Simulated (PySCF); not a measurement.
**input.py for SiAs⁻**

File input.py (PySCF 2.14):

```python
from pyscf import gto, scf, mp

mol = gto.M(
    atom='Si 0 0 0; As 0 0 2.51',
    basis='sbkjc',
    ecp={'Si': 'sbkjc', 'As': 'sbkjc'},
    charge=-1,
    spin=0,
    verbose=4,
)
mf = scf.RHF(mol)
mf.kernel()
mp.MP2(mf).kernel()
mf.dip_moment()
print('orbital energies (hartree):', mf.mo_energy[..., max(0, mol.nelec[1]-3):mol.nelec[0]+3].round(4))
```

```bash
$ python input.py
```

It prints:

```
PySCF version 2.14.0

[INPUT] verbose = 4
[INPUT] num. atoms = 2
[INPUT] num. electrons = 10
[INPUT] charge = -1
[INPUT] spin (= nelec alpha-beta = 2S) = 0
[INPUT] symmetry False subgroup None
[INPUT] Mole.unit = angstrom
[INPUT] Symbol           X                Y                Z      unit          X                Y                Z       unit  Magmom
[INPUT]  1 Si     0.000000000000   0.000000000000   0.000000000000 AA    0.000000000000   0.000000000000   0.000000000000 Bohr   0.0
[INPUT]  2 As     0.000000000000   0.000000000000   2.510000000000 AA    0.000000000000   0.000000000000   4.743212572658 Bohr   0.0

nuclear repulsion = 4.21655148143426
number of shells = 8
number of NR pGTOs = 36
number of NR cGTOs = 16
basis = sbkjc
ecp = {'Si': 'sbkjc', 'As': 'sbkjc'}

******** <class 'pyscf.scf.hf.RHF'> ********
method = RHF
initial guess = minao
damping factor = 0
level_shift factor = 0
DIIS = <class 'pyscf.scf.diis.CDIIS'>
diis_start_cycle = 1
diis_space = 8
diis_damp = 0
SCF conv_tol = 1e-09
SCF conv_tol_grad = None
SCF max_cycles = 50
direct_scf = True
direct_scf_tol = 1e-13
Set gradient conv threshold to 3.16228e-05
Initial guess from minao.
init E= -8.93815447146375
  HOMO = -0.101415689015193  LUMO = 0.025595615838792  gap/eV = 3.45615
cycle= 1 E= -9.61469366851773  delta_E= -0.677  |g|= 0.434  |ddm|= 2.27
  HOMO = -0.0296414503984395  LUMO = 0.186016448238177  gap/eV = 5.86835
cycle= 2 E= -9.43177268513194  delta_E= 0.183  |g|= 0.754  |ddm|= 1.61
  HOMO = -0.0497642749472029  LUMO = 0.18610126286983  gap/eV = 6.41823
cycle= 3 E= -9.7391376666892  delta_E= -0.307  |g|= 0.0307  |ddm|= 0.96
  HOMO = -0.0723876333012191  LUMO = 0.18736424421768  gap/eV = 7.06821
cycle= 4 E= -9.73977107479784  delta_E= -0.000633  |g|= 0.00877  |ddm|= 0.081
  HOMO = -0.0713576056174635  LUMO = 0.188790634483072  gap/eV = 7.07899
cycle= 5 E= -9.73983158055034  delta_E= -6.05e-05  |g|= 0.000872  |ddm|= 0.0297
  HOMO = -0.0712128378431577  LUMO = 0.188369855963051  gap/eV = 7.06360
cycle= 6 E= -9.73983274456048  delta_E= -1.16e-06  |g|= 0.000442  |ddm|= 0.00323
  HOMO = -0.0712058165656575  LUMO = 0.188419047501745  gap/eV = 7.06475
cycle= 7 E= -9.73983311706351  delta_E= -3.73e-07  |g|= 0.000302  |ddm|= 0.00214
  HOMO = -0.0712176978567768  LUMO = 0.188404568524145  gap/eV = 7.06468
cycle= 8 E= -9.73983330641077  delta_E= -1.89e-07  |g|= 5.59e-05  |ddm|= 0.00251
  HOMO = -0.071225599828368  LUMO = 0.188419460539294  gap/eV = 7.06530
cycle= 9 E= -9.73983331304093  delta_E= -6.63e-09  |g|= 8.15e-06  |ddm|= 0.000596
  HOMO = -0.0712257928223479  LUMO = 0.188416114295168  gap/eV = 7.06522
cycle= 10 E= -9.73983331309109  delta_E= -5.02e-11  |g|= 2.7e-07  |ddm|= 3.69e-05
  HOMO = -0.0712257922833903  LUMO = 0.188416004559226  gap/eV = 7.06521
Extra cycle  E= -9.7398333130912  delta_E= -1.05e-13  |g|= 2.2e-07  |ddm|= 1.35e-06
converged SCF energy = -9.7398333130912

******** <class 'pyscf.mp.mp2.RMP2'> ********
nocc = 5, nmo = 16
E(RMP2) = -9.86919501499681  E_corr = -0.129361701905616
E(SCS-RMP2) = -9.86594536088248  E_corr = -0.126112047791285
E_corr(same-spin) = -0.0336023013409085
E_corr(oppo-spin) = -0.0957594005647071

WARN: System has nonzero charge -1; the dipole moment is origin-dependent.
Location of origin: [0. 0. 0.]

Dipole moment(X, Y, Z, Debye):  0.00000,  0.00000, -7.85946
orbital energies (hartree): [-0.1098 -0.0712 -0.0712  0.1884  0.1884  0.2699]
```

In short: E(SCF) = -9.739833 Eh, 10 cycles, E(MP2) − E(SCF) = -0.12936 Eh.

Wall time 1.5 s on one thread of a shared host.

The basis has no diffuse functions, which an anion needs. Stability towards an unrestricted solution was not tested. The bond length is a typed value, not an optimised one. The dipole of an ion depends on the origin.
